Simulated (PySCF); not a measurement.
# Electronic absorption of C2H9NOSi3

C2H9NOSi3.
SMILES: `[SiH3]O[Si@@H]1C=C[SiH2]N1`

Theory: TDDFT B3LYP/def2-SVPD, vertical, gas phase, core orbitals frozen in the response in PySCF 2.14.0, density-fitted response routines. One conformer (not necessarily the lowest) at the GFN2-xTB geometry, without solvent, vibrations or thermal averaging.

```csv
state,E (eV),λ (nm),f,|μ| (D),"main configurations (H = HOMO, L = LUMO)"
S1,5.23,237.1,0.0066,0.58,H→L (98%)
S2,5.74,216.0,0.0052,0.49,H-2→L (88%)
S3,6.17,201.0,0.012,0.73,"H→L+1 (88%), H→L+2 (10%)"
S4,6.56,189.1,0.127,2.26,"H-1→L (64%), H→L+2 (14%)"
S5,6.68,185.5,0.044,1.32,"H→L+2 (47%), H→L+3 (32%), H-1→L (8%)"
S6,6.75,183.6,0.0050,0.44,"H-3→L (67%), H-4→L (18%)"
S7,6.83,181.6,0.010,0.62,"H-4→L (60%), H-3→L (19%)"
S8,6.86,180.6,0.049,1.37,"H→L+3 (56%), H→L+2 (24%)"
```

Triplets, Tamm–Dancoff:

```tsv
state	E (eV)	λ (nm)	main configurations (H = HOMO, L = LUMO)
T1	4.20	295.2	H-1→L (68%), H→L (20%)
T2	5.10	243.0	H→L (46%), H-2→L (45%)
T3	5.30	233.8	H-2→L (40%), H→L (33%), H-1→L (21%)
```

The lowest singlet comes at 237 nm (505 kJ/mol) in the ultraviolet; it is weak; its leading configuration is HOMO→LUMO (98%). The strongest level in the table is S4 at 6.56 eV (189 nm, f = 0.127). Löwdin shares by element: HOMO nitrogen 58%, silicon 16% or more, hydrogen 5% or more (atoms not listed hold the other 22%); LUMO carbon 63%, silicon 16% or more (atoms not listed hold the other 21%). The oscillator strengths of these states sum to 0.259; summed over the whole spectrum of an exact calculation they would give the number of electrons, 78 (Thomas–Reiche–Kuhn). Weighted by f, the mean energy of these states is 6.58 eV. The listed states span 1.63 eV, and the widest gap between neighbours is 0.51 eV (S1 to S2). Only the lowest 8 singlets were computed, as vertical energies without vibronic structure.
